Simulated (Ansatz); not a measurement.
System: C3H6O2, net charge 0, singlet state. SMILES: CCOC=O
Coordinates optimised at B3LYP-D3(BJ)/def2-TZVP (Ansatz, a first-principles code):
```xyz
11

C     -2.1634     0.3523    -0.1675
C     -0.8389    -0.2557     0.2267
O      0.2076     0.5270    -0.4008
C      1.4624     0.1343    -0.1637
O      1.7944    -0.7977     0.5146
H     -2.2955     0.3318    -1.2497
H     -2.9771    -0.2138     0.2889
H     -2.2335     1.3870     0.1698
H     -0.6824    -0.2386     1.3060
H     -0.7441    -1.2895    -0.1078
H      2.1555     0.8036    -0.6915
```

Wanted: size of the dipole moment, in D. Set-up: non-relativistic; spin-orbit terms left out; LANL2DZ all-electron up to Ne; no dispersion term unless named; six Cartesian d functions in 6-31G* and its kin unless marked 5d; 6-311+G** with 5d. Ab initio and DFT rows: single points at B3LYP-D3(BJ) geometries (Ansatz).

Measured values: NIST CCCBDB, as tabulated in the package chemicals; dipoles are vibrational averages and may belong to another conformer or a mix. 

Value to compare with, the measured value: 1.98 D.

```csv
level,program,size of the dipole moment (D),error
PBE/STO-3G,Ansatz,1.71,-0.27
PBE/3-21G,Ansatz,1.95,-0.03
PBE/LANL2DZ,Ansatz,2.20,0.22
PBE/6-31G*,Ansatz,2.09,0.11
PBE/def2-SVP,Ansatz,2.04,0.06
PBE/6-311+G**,Ansatz,2.21,0.23
```

4 of the 6 habitual levels lie above the measured value; their mean absolute error is 0.15 D, the median 0.17.

The sets are all those run for this method; left out are runs that failed, that the program found above a lower state of the same kind, or whose <S^2> lies over 0.5 above the pure value.
